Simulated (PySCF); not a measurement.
## Hg (mercury, neutral) across methods

[Xe] 4f14 5d10 6s2, closed-shell 1S. Computed with PySCF 2.14 in ANO-RCC-VTZP (8s7p5d3f1g, 84 functions), with scalar relativity by spin-free X2C-1e.

```csv
method,E (hartree),mean ε 5p (eV),mean ε 5d (eV),mean ε 6s (eV),Σ⟨r²⟩ (bohr²),⟨S²⟩
r2SCAN,-19625.17,-68.669,-10.226,-7.021,60.93,0.000
LDA,-19613.15,-67.135,-10.080,-7.120,61.25,0.000
PBE,-19625.20,-66.849,-9.840,-6.790,61.35,0.000
PBE0,-19624.91,-71.108,-11.701,-7.534,61.22,0.000
```

Question: Estimate the same row for UHF.

Answer: E (hartree) = -19619.18678; mean ε 5p (eV) = -82.890; mean ε 5d (eV) = -16.430; mean ε 6s (eV) = -8.877; Σ⟨r²⟩ (bohr²) = 62.11; ⟨S²⟩ = 0.000.

Spin-orbit coupling, which splits the p, d and f shells strongly at this Z, is absent.
